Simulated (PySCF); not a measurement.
Ground-state electric properties of a mixed set of molecules.

All values: wB97X-D/def2-SVPD (PySCF) at GFN2-xTB geometries, gas phase, one conformer each. Core orbitals are frozen in the response; Δα² is half the sum of the squared differences of the principal polarisabilities.

(1) Rank by polarisability anisotropy Δα, highest first.
A. `[NH2:1][c:2]1[cH:3][cH:4][s:5][c:6]1[S:7][SiH3:8]` with S5–C6–S7–Si8 -77°
B. `[SiH3:1]/[CH:2]=[C:3](/[Cl:4])[CH2:5][SiH3:6]` with C2–C3–C5–Si6 -101°
C. `[CH2:1]=[N:2][Si@H:3]1[S:4][CH:5]=[C:6]([CH3:7])[S:8]1` with C1–N2–Si3–S4 126°
D. `[N:1]#[C:2][CH2:3][Si@@H:4]1[CH2:5][S:6][CH2:7][S:8]1` with C2–C3–Si4–C5 -68°, C3–Si4–C5–S6 -102°, Si4–C5–S6–C7 -38°, C5–S6–C7–S8 54°, S6–C7–S8–Si4 -43°

(2) Rank by HOMO energy, lowest first.
A. `[SiH3]SCC1=CSN=C1`
B. `[SiH3]/C=C(/Cl)C[SiH3]`
C. `C=N[Si@H]1SC=C(C)S1`

## Answers

(1) C (7.83 Å³), A (6.97 Å³), D (5.99 Å³), B (5.77 Å³).

(2) B (-9.10 eV), A (-8.76 eV), C (-7.64 eV).

All values together:

| SMILES | formula | μ (D) | HOMO (eV) | LUMO (eV) | α (Å³) | Δα (Å³) | electrons | α per electron (Å³) |
| --- | --- | --- | --- | --- | --- | --- | --- | --- |
| [SiH3]/C=C(/Cl)C[SiH3] | C3H9ClSi2 | 1.23 | -9.10 | 0.95 | 15.61 | 5.77 | 72 | 0.217 |
| [SiH3]SCc1cnsc1 | C4H7NS2Si | 1.23 | -8.76 | 0.45 | 16.97 | 5.62 | 84 | 0.202 |
| C=N[Si@H]1SC=C(C)S1 | C4H7NS2Si | 1.45 | -7.64 | 0.31 | 17.50 | 7.83 | 84 | 0.208 |
| Nc1ccsc1S[SiH3] | C4H7NS2Si | 1.75 | -7.68 | 1.09 | 17.72 | 6.97 | 84 | 0.211 |
| N#CC[Si@@H]1CSCS1 | C4H7NS2Si | 2.90 | -8.72 | 1.03 | 16.52 | 5.99 | 84 | 0.197 |

Conformers: `[SiH3:1]/[CH:2]=[C:3](/[Cl:4])[CH2:5][SiH3:6]` with C2–C3–C5–Si6 -101°; `[SiH3:1][S:2][CH2:3][c:4]1[cH:5][n:6][s:7][cH:8]1` with Si1–S2–C3–C4 63°, S2–C3–C4–C5 -103°; `[CH2:1]=[N:2][Si@H:3]1[S:4][CH:5]=[C:6]([CH3:7])[S:8]1` with C1–N2–Si3–S4 126°; `[NH2:1][c:2]1[cH:3][cH:4][s:5][c:6]1[S:7][SiH3:8]` with S5–C6–S7–Si8 -77°; `[N:1]#[C:2][CH2:3][Si@@H:4]1[CH2:5][S:6][CH2:7][S:8]1` with C2–C3–Si4–C5 -68°, C3–Si4–C5–S6 -102°, Si4–C5–S6–C7 -38°, C5–S6–C7–S8 54°, S6–C7–S8–Si4 -43°.
